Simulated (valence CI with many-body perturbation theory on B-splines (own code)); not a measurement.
## Hyperfine factors and g values of Zn8+

Calculated by configuration interaction combined with many-body perturbation theory (CI+MBPT): four valence electrons over a frozen Dirac-Fock core [Ar], a basis of 9 s, 9 p, 10 d, 8 f, 5 g, 3 h, 1 i functions for each j, with the one-electron correlation potential Σ1 (screened to all orders), the two-electron term Σ2, the three-electron term Σ3, Breit, model QED; selected single and double excitations, second order for the rest, scaled by the run's own slope (own B-spline code, finite nucleus).

No measured spectrum was set against this ion. As an estimate, terms of the open shell hold to 2 to 4 % of their energy, and close levels can change places; different configurations can be misplaced against each other by 1,000 to 8,000 cm⁻¹. Core correlation moves these levels by up to 4100 cm⁻¹, and in measured spectra 5 to 20 % of such shifts remained as error; rates that hang on mixing are uncertain with them. The list stops below the first excitations out of the core. Only levels of the ground parity were solved; by the run's estimate the other parity begins above the list, which can be wrong where configurations are misplaced.

A/g_I is the dipole constant over the nuclear g factor μ/I (μ in nuclear magnetons, uniformly magnetised nucleus), B/Q the quadrupole constant per barn. Both hold the static response of the core; the bare values leave it out. Large factors of s and p1/2 electrons are usually good to 5 to 10 %; those of open d and f shells near neutrality can be off by tens of per cent, and small factors of p3/2, d and f electrons come from cancelling terms and can be off by a factor of two or in sign, in half-filled shells by more. B is blank for J = 1/2, where it vanishes, and for nearly pure S terms. Energies count from the lowest level. Levels with J = 0 are left out.

Letters in brackets count levels of one name in rising energy.

```csv
Level,E (eV),g,A/g_I (MHz),A/g_I bare,B/Q (MHz/b),B/Q bare
3d4 5D_1,0.063,1.500,80.6,283,646,670
3d4 5D_2,0.175,1.500,226,430,403,417
3d4 5D_3,0.324,1.499,407,613,-459,-477
3d4 5D_4,0.500,1.498,604,812,-1880,-1950
3d4 3H_4,4.560,0.826,1540,1500,988,1030
3d4 3H_5,4.701,1.040,1260,1300,1060,1100
3d4 3P_1 [a],4.797,1.494,424,628,-74.5,-80.7
3d4 3H_6,4.824,1.164,1180,1260,918,956
3d4 3F_3 [a],5.100,1.018,1340,1370,9.86,10.4
3d4 3F_2 [a],5.116,0.669,1830,1730,-178,-186
3d4 3F_4 [a],5.164,1.199,1030,1130,-185,-192
3d4 3P_2 [a],5.339,1.493,572,775,52.0,53.2
3d4 3G_3,5.681,0.816,1540,1490,-423,-443
3d4 3G_4,5.780,1.067,1230,1280,-557,-582
3d4 3G_5,5.880,1.192,1030,1120,-628,-656
3d4 1I_6,6.982,1.001,1350,1370,1850,1920
3d4 3D_3,6.989,1.331,834,980,245,260
3d4 3D_2,7.042,1.166,1030,1120,282,296
3d4 1G_4 [a],7.104,1.006,1260,1280,-850,-878
3d4 3D_1,7.118,0.505,2080,1920,172,181
3d4 1D_2 [a],8.860,1.003,1360,1380,1090,1130
3d4 1F_3,9.955,1.002,1320,1350,2290,2370
3d4 3P_2 [b],11.671,1.496,533,744,526,551
3d4 3F_4 [b],11.808,1.247,873,987,2180,2260
3d4 3F_2 [b],11.853,0.668,2030,1930,1590,1650
3d4 3F_3 [b],11.885,1.081,1260,1310,1690,1750
3d4 3P_1 [b],12.063,1.499,99.3,303,-372,-386
3d4 1G_4 [b],13.441,1.001,1370,1400,754,784
3d4 1D_2 [b],17.738,0.999,1350,1370,-2210,-2290
```

Task: Take the isotope of mass number 67, with I = 5/2, μ = 0.87485 μN and Q = 0.122 b. What is the hyperfine structure of 3d4 3H_6?

Result: From the table A = 412 MHz, B = 112 MHz. Shifts from the centre of gravity in MHz: F = 7/2: -7170, F = 9/2: -5350, F = 11/2: -3110, F = 13/2: -443, F = 15/2: 2660, F = 17/2: 6210.
